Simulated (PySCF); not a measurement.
F6S, SMILES FS(F)(F)(F)(F)F. The structure is a stationary point at PBE-D3(BJ)/def2-SVP.

Q: Give the equilibrium geometry at PBE-D3(BJ)/def2-SVP (PySCF confirms it by a frequency run) as Cartesian coordinates in Å, and its point group. (Estimate from the structure and the level; the computed values follow.)

A: point group Oh.
```xyz
7

F      0.0000    -1.6090     0.0000
S      0.0000     0.0000     0.0000
F      1.6090     0.0000     0.0000
F      0.0000     0.0000     1.6090
F     -1.6090     0.0000     0.0000
F      0.0000     0.0000    -1.6090
F      0.0000     1.6090     0.0000
```
Charge 0, spin multiplicity 1.
